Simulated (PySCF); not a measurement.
# Working out the ionisation energy of N⁺

N⁺ [He] 2s2 2p2 (3P) → N²⁺ [He] 2s2 2p1 (2P). Computed with PySCF 2.14 in aug-cc-pwCVTZ (7s6p4d2f, 59 functions), with no relativity, point nucleus. Frozen: nothing. Energies in hartree (1 hartree = 27.21139 eV):

```
            part  N⁺ (lower)  N²⁺ (upper)
             UHF  -53.890627   -52.817933
CCSD correlation   -0.143922    -0.131978
             (T)   -0.002033    -0.001568
```

Problem. What does Hartree-Fock give?

Solution. (-52.817933) − (-53.890627) = 1.072694 hartree = 29.189 eV.

Problem. What do CCSD and CCSD(T) give?

Solution. The CCSD correlation energies differ by 0.011944 hartree = 0.325 eV and the triples by 0.000465 hartree = 0.013 eV, so CCSD gives 29.514 eV and CCSD(T) 29.527 eV.

A first-order spin-orbit estimate adds -0.003 eV to CCSD(T) (valence and next inner shell), giving 29.524 eV against 29.601 eV (semi-empirical (NIST evaluation); NIST Atomic Spectra Database, ionization energies).

What remains against the reference includes basis incompleteness and higher excitations.
